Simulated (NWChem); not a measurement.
# SiHBrF2; SMILES F[SiH](F)Br

All runs: NWChem. Medium grid unless said otherwise, to which SCAN and Minnesota functionals are sensitive. Coordinates come from a B3LYP/6-31G* (spherical d) optimisation. Hybrids' shares of exact exchange are those that their runs print; pure functionals count as 0. The functionals differ in more than this share.

| row | share of exact exchange | orbital gap (eV) |
|---|---|---|
| PBE/def2-SVP | 0.00 | 7.17 |
| RPBE/def2-SVP | 0.00 | 7.23 |
| B3LYP/def2-SVP | 0.20 | 8.96 |
| M06/def2-SVP | 0.27 | 9.44 |
| Hartree-Fock/def2-SVP | 1.00 | withheld |

Fit a straight line of the last column on the one before it, predict the withheld value, and compare with the run.


1. Means of the 4 shown rows: x = 0.118, y = 8.200. Slope Σ(x − x̄)(y − ȳ)/Σ(x − x̄)² = 0.4868/0.05768 = 8.440; intercept 7.208.
2. The shown rows scatter about the line by 0.045 (root mean square); the largest residual is +0.06, at B3LYP/def2-SVP.
3. At x = 1.00 (Hartree-Fock/def2-SVP; beyond the shown range) the line gives 15.65.
4. The run gives 16.59, +0.94 from the line, 20.7 times the scatter.
